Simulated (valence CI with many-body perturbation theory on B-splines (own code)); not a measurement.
# Hg⁷⁺: electric-dipole lines

Computed by valence CI with perturbative core correlation (CI+MBPT): five valence electrons over a frozen Dirac-Fock core [Xe] 4f14, radial functions for each j: 7 s, 7 p, 8 d, 6 f, 4 g, 1 h, with the one-electron correlation potential Σ1 (screened to all orders), the two-electron term Σ2, the three-electron term Σ3, Breit, model QED; selected single and double excitations, second order for the rest, scaled by the run's own slope (own B-spline code, finite nucleus).

No measured spectrum was set against this ion. As an estimate, terms of the open shell hold to 2 to 4 % of their energy, and close levels can change places; different configurations can be misplaced against each other by 1,000 to 8,000 cm⁻¹. Among the levels kept, up to 1200 cm⁻¹ of a level comes from second order outside the variational space, and about a tenth of that is noise between levels of different J, which matters for small intervals. The list stops below the first excitations out of the core.

Lines 151 to 200 of 539 in falling wavelength, among levels below 346820 cm⁻¹, chosen from the strongest by gf and those to the six lowest levels. Wavelengths and rates use the calculated energies, so an error of 2000 cm⁻¹ moves a line at 996.9 Å by 2 % and its rate by three times that or more. Electric multipoles are in the length gauge, E1 and E2 with the static RPA response of the core. Weak lines are less certain than strong ones. Lines between different terms over intervals too small for the method are left out, as are lines whose strength nearly cancels. Where a level lies close to another of its J and parity, the split of strength between their lines is uncertain. The highest levels of a list are the least certain.

Levels are named by their leading jj configuration (3d3/2^4 stands for four electrons in 3d with j = 3/2), which in mixed levels can hold well under half, so a name can repeat and another be missing. Letters in brackets count levels of one name in rising energy.

```csv
λ vac (Å),Upper,Lower,A (s⁻¹),log gf,Branch %
996.9,(5d3/2^3 5d5/2 6p1/2) J=1/2,(5d3/2^3 5d5/2 6s) J=3/2 [a],1.20e+09,-0.45,56.3
996.5,(5d3/2^2 5d5/2^2 6p1/2) J=5/2 [d],(5d3/2^2 5d5/2^2 6s) J=7/2 [e],7.43e+07,-1.18,0.5
996.5,(5d3/2^3 5d5/2 6p3/2) J=3/2 [b],(5d3/2^2 5d5/2^2 6s) J=3/2 [c],1.11e+08,-1.18,0.5
995.8,(5d3/2^2 5d5/2^2 6p1/2) J=9/2 [a],(5d3/2^2 5d5/2^2 6s) J=9/2 [a],6.07e+08,-0.04,15.1
991.8,(5d3/2^2 5d5/2^2 6p1/2) J=5/2 [b],(5d3/2^2 5d5/2^2 6s) J=3/2 [a],1.46e+08,-0.89,1.1
991.3,(5d3/2^2 5d5/2^2 6p1/2) J=5/2 [b],(5d3/2^2 5d5/2^2 6s) J=7/2 [c],1.78e+08,-0.80,1.3
988.0,(5d3/2^3 5d5/2 6p1/2) J=9/2,(5d3/2^3 5d5/2 6s) J=9/2,7.16e+08,0.02,33.6
987.4,(5d3/2^2 5d5/2^2 6p1/2) J=3/2 [d],(5d3/2^2 5d5/2^2 6s) J=5/2 [d],7.48e+08,-0.36,9.2
986.7,(5d3/2^2 5d5/2^2 6p1/2) J=7/2 [d],(5d3/2^2 5d5/2^2 6s) J=9/2 [c],1.96e+08,-0.64,2.2
984.9,(5d3/2^2 5d5/2^2 6p1/2) J=3/2 [d],(5d3/2^2 5d5/2^2 6s) J=1/2 [b],6.93e+07,-1.39,0.9
983.1,(5d3/2^3 5d5/2 6p3/2) J=1/2,(5d3/2^2 5d5/2^2 6s) J=1/2 [b],7.69e+07,-1.65,0.3
982.3,(5d3/2^2 5d5/2^2 6p1/2) J=5/2 [b],(5d3/2^2 5d5/2^2 6s) J=5/2 [b],5.02e+07,-1.36,0.4
980.1,(5d3/2^2 5d5/2^2 6p1/2) J=5/2 [d],(5d3/2^2 5d5/2^2 6s) J=7/2 [d],2.21e+08,-0.72,1.4
979.3,(5d3/2^2 5d5/2^2 6p1/2) J=7/2 [d],(5d3/2^2 5d5/2^2 6s) J=5/2 [d],2.75e+07,-1.50,0.3
978.9,(5d3/2^2 5d5/2^2 6p1/2) J=5/2 [b],(5d3/2^2 5d5/2^2 6s) J=7/2 [b],3.56e+08,-0.51,2.7
977.8,(5d3/2^2 5d5/2^2 6p1/2) J=11/2 [b],(5d3/2^2 5d5/2^2 6s) J=9/2 [b],4.06e+07,-1.16,0.2
977.1,(5d3/2^2 5d5/2^2 6p1/2) J=7/2 [e],(5d3/2^2 5d5/2^2 6s) J=9/2 [c],7.73e+08,-0.05,4.9
975.5,(5d3/2^2 5d5/2^2 6p1/2) J=9/2 [b],(5d3/2^2 5d5/2^2 6s) J=7/2 [c],7.57e+07,-0.97,0.7
975.4,(5d3/2^2 5d5/2^2 6p1/2) J=7/2 [a],(5d3/2^3 5d5/2 6s) J=5/2,8.17e+07,-1.03,1.0
974.6,(5d3/2 5d5/2^3 6p1/2) J=7/2,(5d3/2^2 5d5/2^2 6s) J=7/2 [e],5.07e+07,-1.24,0.5
974.6,(5d3/2^2 5d5/2^2 6p1/2) J=9/2 [b],(5d3/2^2 5d5/2^2 6s) J=11/2 [a],8.24e+08,0.07,7.9
973.8,(5d3/2^3 5d5/2 6p1/2) J=3/2,(5d3/2^3 5d5/2 6s) J=3/2 [a],1.03e+09,-0.23,34.1
973.7,(5d3/2^3 5d5/2 6p1/2) J=7/2 [a],(5d3/2^2 5d5/2^2 6s) J=7/2 [a],7.67e+08,-0.06,28.5
972.7,(5d3/2^3 5d5/2 6p3/2) J=5/2 [a],(5d3/2^2 5d5/2^2 6s) J=5/2 [c],4.68e+07,-1.40,0.3
969.1,(5d3/2^3 5d5/2 6p1/2) J=5/2 [a],(5d3/2^2 5d5/2^2 6s) J=5/2 [a],9.06e+08,-0.12,33.5
968.3,(5d3/2^3 5d5/2 6p3/2) J=3/2 [a],(5d3/2^2 5d5/2^2 6s) J=3/2 [b],8.43e+07,-1.32,0.3
968.0,(5d3/2^2 5d5/2^2 6p1/2) J=1/2 [b],(5d3/2^2 5d5/2^2 6s) J=3/2 [a],9.02e+07,-1.60,1.7
967.7,(5d3/2^2 5d5/2^2 6p1/2) J=3/2 [b],(5d3/2^2 5d5/2^2 6s) J=1/2 [a],4.56e+07,-1.59,0.5
963.5,(5d3/2^3 5d5/2 6p3/2) J=5/2 [b],(5d3/2^2 5d5/2^2 6s) J=7/2 [d],2.12e+08,-0.75,0.9
962.7,(5d3/2^2 5d5/2^2 6p1/2) J=13/2,(5d3/2^2 5d5/2^2 6s) J=11/2 [a],1.67e+08,-0.49,3.9
962.5,(5d3/2^2 5d5/2^2 6p1/2) J=3/2 [a],(5d3/2^2 5d5/2^2 6s) J=5/2 [a],1.14e+09,-0.20,14.6
962.3,(5d3/2^3 5d5/2 6p1/2) J=9/2,(5d3/2^2 5d5/2^2 6s) J=7/2 [a],1.72e+08,-0.62,8.1
957.2,(5d3/2^3 5d5/2 6p3/2) J=3/2 [a],(5d3/2^2 5d5/2^2 6s) J=5/2 [c],4.62e+07,-1.60,0.2
956.7,(5d3/2^2 5d5/2^2 6p1/2) J=11/2 [b],(5d3/2^2 5d5/2^2 6s) J=13/2,1.15e+09,0.28,6.7
956.2,(5d3/2^2 5d5/2^2 6p1/2) J=5/2 [c],(5d3/2^2 5d5/2^2 6s) J=3/2 [b],4.34e+07,-1.45,0.5
955.6,(5d3/2^3 5d5/2 6p3/2) J=5/2 [a],(5d3/2^2 5d5/2^2 6s) J=3/2 [a],3.29e+08,-0.57,2.1
953.8,(5d3/2^2 5d5/2^2 6p1/2) J=5/2 [a],(5d3/2^3 5d5/2 6s) J=5/2,2.02e+08,-0.78,5.5
952.2,(5d3/2^3 5d5/2 6p1/2) J=7/2 [b],(5d3/2^3 5d5/2 6s) J=9/2,1.18e+09,0.11,7.8
951.4,(5d3/2^2 5d5/2^2 6p1/2) J=7/2 [b],(5d3/2^2 5d5/2^2 6s) J=9/2 [a],3.09e+08,-0.47,3.6
946.9,(5d3/2^3 5d5/2 6p3/2) J=5/2 [a],(5d3/2^2 5d5/2^2 6s) J=5/2 [b],4.62e+07,-1.43,0.3
945.5,(5d3/2^2 5d5/2^2 6p1/2) J=5/2 [c],(5d3/2^2 5d5/2^2 6s) J=5/2 [c],2.37e+07,-1.72,0.3
945.2,(5d3/2^3 5d5/2 6p3/2) J=5/2 [b],(5d3/2^2 5d5/2^2 6s) J=5/2 [d],7.03e+07,-1.25,0.3
944.7,(5d3/2^2 5d5/2^2 6p1/2) J=7/2 [e],(5d3/2^2 5d5/2^2 6s) J=9/2 [b],4.90e+07,-1.28,0.3
944.0,(5d3/2^2 5d5/2^2 6p1/2) J=7/2 [a],(5d3/2^3 5d5/2 6s) J=7/2,2.91e+08,-0.51,3.7
943.7,(5d3/2^3 5d5/2 6p3/2) J=5/2 [a],(5d3/2^2 5d5/2^2 6s) J=7/2 [b],4.00e+07,-1.49,0.3
942.9,(5d3/2^3 5d5/2 6p1/2) J=5/2 [b],(5d3/2^2 5d5/2^2 6s) J=7/2 [a],1.20e+09,-0.02,8.4
942.1,(5d3/2^3 5d5/2 6p3/2) J=3/2 [b],(5d3/2^2 5d5/2^2 6s) J=5/2 [d],1.72e+08,-1.04,0.7
939.8,(5d3/2^3 5d5/2 6p3/2) J=3/2 [b],(5d3/2^2 5d5/2^2 6s) J=1/2 [b],4.05e+07,-1.67,0.2
938.2,(5d3/2^2 5d5/2^2 6p1/2) J=9/2 [a],(5d3/2^3 5d5/2 6s) J=7/2,3.15e+08,-0.38,7.8
933.8,(5d3/2^3 5d5/2 6p3/2) J=1/2,(5d3/2^2 5d5/2^2 6s) J=3/2 [b],3.30e+08,-1.06,1.2
```
